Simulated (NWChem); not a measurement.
**Atomisation of C₄H₅FSi**

```xyz
11

F     -3.6088     0.6095    -0.0778
C     -2.3299     0.4455     0.2656
C     -1.3855     0.1318    -0.6520
C     -0.0207    -0.0495    -0.3241
C      1.1776    -0.2139    -0.0666
Si     2.9517    -0.4568     0.3178
H     -2.1414     0.5901     1.3426
H     -1.7029     0.0136    -1.7035
H      3.5646     0.8353     0.7833
H      3.1096    -1.4851     1.4037
H      3.6767    -0.9271    -0.9121
```
Charge 0, spin multiplicity 1.

The numbers come from NWChem runs, not from measurements. All single points use one geometry, from PBE/def2-SVP, with no frequency check, so it may be a saddle point. It is one conformer; others weren't searched.

Basis set: def2-SVP. The atomisation energy is electronic alone: no zero-point, thermal, spin-orbit or counterpoise terms. No value is extrapolated to the basis-set limit. Free atoms are single determinants with multiplicities F 2, C 3, Si 3, H 2.

B3LYP has NWChem's definition, with VWN1-RPA local correlation. The structure started from a generated list of species. No SCF solution was tested for a lower state.

### Question
One of these methods gave an atomisation energy of 1092.8 kcal/mol. Which?
(A) B3LYP
(B) TPSS
(C) BHandHLYP
(D) PBE0

### Answer
D, PBE0. The others give 1044.2 (BHandHLYP), 1099.6 (TPSS), 1081.7 (B3LYP).
